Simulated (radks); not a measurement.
The numbers below are computed, except where a source is named.
Initial-state core-level shifts of neutral niobium when its valence configuration changes from [Kr] 4d4 5s1. Level of theory: scalar-relativistic Kohn-Sham, LDA (Slater exchange, Perdew-Wang correlation), spin-unpolarised, spherical densities, point nucleus (a radial shooting solver on a logarithmic mesh with Libxc functionals). Shifts are changes of the shell-averaged eigenvalues in eV (positive: less bound).

| valence | 2p | 3s | 3p | 4p |
|---|---|---|---|---|
| 4d5 | +1.859 | +1.849 | +1.849 | +1.674 |
| 4d3.5 5s1.5 | -1.209 | -1.196 | -1.196 | -1.061 |
| 4d3 5s2 | -2.604 | -2.569 | -2.569 | -2.258 |
| 4d3.5 5s0.5 5p1 | -2.461 | -2.462 | -2.461 | -2.342 |
| 4d3 5s1 5p1 | -3.889 | -3.866 | -3.866 | -3.554 |
| 4d4 5s0.5 5p0.5 | -0.620 | -0.628 | -0.627 | -0.645 |
| 4d4 5p1 | -1.203 | -1.219 | -1.218 | -1.251 |
| 4d3 5s0.5 5p1.5 | -4.485 | -4.470 | -4.469 | -4.153 |
| 4d4.5 5s0.5 | +1.021 | +1.014 | +1.015 | +0.914 |
